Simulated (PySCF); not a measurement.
Species: C₄H₁₀OSi.
Bonds: C1–C2 (double), C2–O3, O3–Si4, Si4–C5, Si4–C6. Hydrogens: H7, H8 on C1; H9 on C2; H10 on Si4; H11, H12, H13 on C5; H14, H15, H16 on C6.

The same species was optimised twice, with GFN2-xTB and with PBE0-D3(BJ)/def2-SVP (PySCF), and the same property calculations (PySCF, gas phase) were run on both structures.

```json
{"coordinate": "O3–Si4 (Å)", "GFN2-xTB": "1.637", "PBE0-D3(BJ)/def2-SVP": "1.690", "change": "+0.053"}
{"coordinate": "Si4–C5 (Å)", "GFN2-xTB": "1.904", "PBE0-D3(BJ)/def2-SVP": "1.868", "change": "-0.036"}
{"coordinate": "Si4–C6 (Å)", "GFN2-xTB": "1.891", "PBE0-D3(BJ)/def2-SVP": "1.862", "change": "-0.029"}
{"coordinate": "C1=C2 (Å)", "GFN2-xTB": "1.322", "PBE0-D3(BJ)/def2-SVP": "1.334", "change": "+0.012"}
{"coordinate": "C2–O3 (Å)", "GFN2-xTB": "1.346", "PBE0-D3(BJ)/def2-SVP": "1.347", "change": "+0.001"}
{"coordinate": "C2–O3–Si4 (°)", "GFN2-xTB": "131.5", "PBE0-D3(BJ)/def2-SVP": "125.8", "change": "-5.7"}
{"coordinate": "O3–Si4–C6 (°)", "GFN2-xTB": "102.5", "PBE0-D3(BJ)/def2-SVP": "106.0", "change": "+3.5"}
{"coordinate": "O3–Si4–C5 (°)", "GFN2-xTB": "110.8", "PBE0-D3(BJ)/def2-SVP": "109.6", "change": "-1.2"}
{"coordinate": "C1–C2–O3 (°)", "GFN2-xTB": "122.5", "PBE0-D3(BJ)/def2-SVP": "123.4", "change": "+0.9"}
{"coordinate": "C5–Si4–C6 (°)", "GFN2-xTB": "112.5", "PBE0-D3(BJ)/def2-SVP": "112.5", "change": "0.0"}
{"coordinate": "C1–C2–O3–Si4 (°)", "GFN2-xTB": "171", "PBE0-D3(BJ)/def2-SVP": "164", "change": "-7"}
{"coordinate": "C2–O3–Si4–C5 (°)", "GFN2-xTB": "-62", "PBE0-D3(BJ)/def2-SVP": "-79", "change": "-17"}
```

Rotational constants: A = 4801, B = 1639, C = 1343 MHz (GFN2-xTB) against A = 5056, B = 1583, C = 1328 MHz (PBE0-D3(BJ)/def2-SVP). Point groups within 0.08 Å: C1 and C1.

On the GFN2-xTB structure: isotropic polarisability (au) 81.1 [B3LYP/def2-SVPD]; HOMO (eV) -6.56 [B3LYP/def2-SVPD]; LUMO (eV) 0.34 [B3LYP/def2-SVPD]; dipole (D) 1.21 [B3LYP/def2-SVPD]; HOMO (eV) -6.74 [PBE0/pcSseg-1]; LUMO (eV) 0.79 [PBE0/pcSseg-1]; dipole (D) 1.26 [PBE0/pcSseg-1]; GIAO shielding of C1 (ppm) 86.8 [PBE0/pcSseg-1]; GIAO shielding of C2 (ppm) 34.5 [PBE0/pcSseg-1]; GIAO shielding of O3 (ppm) 212.2 [PBE0/pcSseg-1]; GIAO shielding of Si4 (ppm) 349.1 [PBE0/pcSseg-1]; GIAO shielding of C5/C6 (mean) (ppm) 187.2 [PBE0/pcSseg-1].

Task: What do these properties become on the PBE0-D3(BJ)/def2-SVP structure?

Result: 
```csv
property,level,on GFN2-xTB,on PBE0-D3(BJ)/def2-SVP,change
isotropic polarisability (au),B3LYP/def2-SVPD,81.1,82.3,+1.2
HOMO (eV),B3LYP/def2-SVPD,-6.56,-6.42,+0.14
LUMO (eV),B3LYP/def2-SVPD,0.34,0.33,-0.01
dipole (D),B3LYP/def2-SVPD,1.21,1.64,+0.43
"energy, GFN2-xTB geometry as zero (kcal/mol)",B3LYP/def2-SVPD,0.0,-2.9,-2.9
HOMO (eV),PBE0/pcSseg-1,-6.74,-6.59,+0.15
LUMO (eV),PBE0/pcSseg-1,0.79,0.87,+0.08
dipole (D),PBE0/pcSseg-1,1.26,1.68,+0.42
"energy, GFN2-xTB geometry as zero (kcal/mol)",PBE0/pcSseg-1,0.0,-2.1,-2.1
GIAO shielding of C1 (ppm),PBE0/pcSseg-1,86.8,86.0,-0.8
GIAO shielding of C2 (ppm),PBE0/pcSseg-1,34.5,29.7,-4.8
GIAO shielding of O3 (ppm),PBE0/pcSseg-1,212.2,200.1,-12.1
GIAO shielding of Si4 (ppm),PBE0/pcSseg-1,349.1,335.9,-13.2
GIAO shielding of C5/C6 (mean) (ppm),PBE0/pcSseg-1,187.2,185.4,-1.8
```

The heavy atoms differ by 0.132 Å rms after alignment. Among bonds between heavy atoms O3–Si4 changes most (+0.053 Å). Changes are differences of the printed values. Neither structure is proved a minimum here.

Shape of the structure used: `[CH2:1]=[CH:2][O:3][SiH:4]([CH3:5])[CH3:6]`: C1–C2–O3–Si4 164°, C2–O3–Si4–C5 -79°.
